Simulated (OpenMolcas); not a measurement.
## B2NH2OF (SMILES OB1NB1F): methods side by side

B2NH2OF: 7 atoms, total charge 0, spin state singlet. As SMILES, `OB1NB1F`. The shape is that of a PBE0-D4/def2-TZVP optimisation. This is one conformer, not always the lowest.

```xyz
7

O    -1.2767    0.1764    1.3081
B    -0.3790    0.1502    0.3042
N     0.6322   -0.7682   -0.0948
B     0.5870    0.3397   -0.9541
F     1.2500    0.7241   -2.0253
H    -1.8294    0.9602    1.2934
H     1.0772   -1.6504    0.1229
```

Each level gives the energy change with the O1–H6 bond stretched from 0.959 to 2.110 Å (eV). The values are calculated.

```tsv
level	kind	program	value (eV)	less CCSD(T)/def2-SVP	CPU time (all runs)
HF/def2-SVP (unrestricted)	Hartree–Fock	OpenMolcas	6.69	+2.31	20 s
SVWN5/def2-SVP (restricted)	LDA	OpenMolcas	4.59	+0.21	58 s
M06-L/def2-SVP (restricted)	meta-GGA	OpenMolcas	4.84	+0.46	100 s
TPSS/def2-SVP (restricted)	meta-GGA	OpenMolcas	4.55	+0.17	94 s
B3LYP/def2-SVP (restricted)	global hybrid	OpenMolcas	4.95	+0.57	59 s
M06-2X/def2-SVP (restricted)	hybrid meta-GGA	OpenMolcas	5.58	+1.20	66 s
B2PLYP/def2-SVP (restricted)	double hybrid	OpenMolcas	4.99	+0.61	45 s
CCSD(T)/def2-SVP (restricted)	coupled cluster or CI	OpenMolcas	4.38	0.00	1.9 min
```

Differences are taken from CCSD(T)/def2-SVP (restricted) for orientation; it has basis-set and higher-order errors of its own. At this stretch a single reference begins to fail. The first shape isn't each level's own minimum. The values span 4.38 to 6.69 eV. CPU times are rough (shared hosts, several kinds of processor): they show what a rung costs within a factor of a few.
